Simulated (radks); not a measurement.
Values are calculated unless marked as measured or tabulated.
Q: Neutral chromium, [Ar] 3d5 4s1. Code: a radial shooting solver on a logarithmic mesh with Libxc functionals. Model: non-relativistic Kohn-Sham, exchange-only LDA, spin-polarised, spherical densities, point nucleus. Every spin shell is full or empty, so the densities are truly spherical. Functionals are evaluated on that one density, not self-consistently. Rank these orbital-free kinetic functionals by their error against the exact value of the orbitals, and give that value: Thomas-Fermi, von Weizsacker, TF + vW, TF + vW/9, TF + vW/5, LC94, APBEK, revAPBEK, Perdew 92, Thakkar, Pearson, LKT, PG1, DePristo-Kress, Ernzerhof.

A: Exact: 1040.27 hartree. From best to worst, with 100 (|E| - |E exact|)/|E exact| (equal figures are ties): LC94 -0.04, APBEK +0.06, DePristo-Kress -0.11, Ernzerhof -0.33, revAPBEK +0.34, Thakkar -0.40, Perdew 92 -0.78, TF + vW/9 -0.79, Pearson -1.38, TF + vW/5 +3.95, Thomas-Fermi -6.72, PG1 +20.56, LKT +25.77, TF + vW +46.63, von Weizsacker -46.65.
